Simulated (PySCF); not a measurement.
C2H10GeSi, SMILES C[SiH](C)[GeH3]. The structure is a stationary point at PBE0-D3(BJ)/def2-SVP. This is a generated structure with no PubChem entry under its InChIKey; it may be hypothetical.

The numbers are results of PBE0-D3(BJ)/def2-SVP (PySCF), not measurements.

Harmonic wavenumbers (cm⁻¹): 81, 124, 146, 165, 176, 204, 346, 438, 449, 613, 655, 688, 707, 762, 792, 857, 885, 887, 890, 902, 1258, 1264, 1425, 1427, 1434, 1437, 2129, 2137, 2141, 2199, 3055, 3055, 3159, 3159, 3166, 3166. Rotational constants (GHz): 4.996, 1.748, 1.426; symmetry number 1.

**Question.** Work out the zero-point energy and the ideal-gas rigid-rotor harmonic-oscillator thermochemistry at 298.15 K and 1 atm.

**Answer.** ZPE = ½ Σ hcν = ½ × 46379 cm⁻¹ = 277.41 kJ/mol. H − E(el) = 302.58 kJ/mol. Entropy in J/(mol K): translation 169.91, rotation 115.68, vibration 92.62, total 378.20. G − E(el) = 189.82 kJ/mol. Cp = 133.88 J/(mol K). Modes under 150 cm⁻¹ make the vibrational entropy uncertain.
